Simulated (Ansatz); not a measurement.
CH11NOSi3, SMILES O[Si@@H]([SiH3])CN[SiH3].

Geometry: B3LYP-D3(BJ)/def2-SVP. The structure was generated by enumeration; whether it is a known compound was not checked. One conformer was computed; it need not be the lowest.

Two levels are set side by side: PBE/def2-SVPD (Ansatz, a program for electronic structure) and PBE0/def2-SVPD (Ansatz). Energy differences of separate SCF runs at the same geometry; the states with an electron removed or added have multiplicity 2 and 2. Differences are taken from unrounded values.

```tsv
quantity	PBE0	PBE	PBE minus PBE0
vertical ionisation energy (eV)	8.48	8.19	-0.30
vertical singlet–triplet gap (eV)	5.07	4.53	-0.55
```
